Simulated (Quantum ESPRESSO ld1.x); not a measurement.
Task: The mean radii <r> (bohr) of the occupied orbitals of an atom or ion are listed with their occupations. All-electron calculation, Dirac Kohn-Sham, relativistic LDA (MacDonald-Vosko exchange, VWN5 correlation), spin-unpolarised, spherical densities, point nucleus. Program: ld1.x of Quantum ESPRESSO 7.5.

| orbital | occ. | <r> |
|---|---|---|
| 1s1/2 | 2 | 0.02982 |
| 2s1/2 | 2 | 0.1285 |
| 2p1/2 | 2 | 0.1087 |
| 2p3/2 | 4 | 0.1139 |
| 3s1/2 | 2 | 0.3495 |
| 3p1/2 | 2 | 0.3402 |
| 3p3/2 | 4 | 0.3513 |
| 3d3/2 | 4 | 0.3226 |
| 3d5/2 | 6 | 0.3261 |
| 4s1/2 | 2 | 0.8454 |
| 4p1/2 | 2 | 0.8953 |
| 4p3/2 | 4 | 0.9251 |
| 4d3/2 | 4 | 1.128 |
| 4d5/2 | 5 | 1.142 |
| 5s1/2 | 2 | 2.269 |
| 4f5/2 | 1 | 8.214 |

Name the element and its charge. Open shells, if any, fill j = l - 1/2 first.

Result: Z = 49, indium, charge +1: In+ in [Kr] 4d9 5s2 4f1. The 1s radius gives Z: for a bare nucleus <r> = (2 gamma + 1)/(2Z) with gamma = sqrt(1 - (Z/c)^2), 0.02926 bohr for Z = 49, and screening makes it slightly larger (0.02982 here). The occupations add up to 48, and the charge is Z minus that.
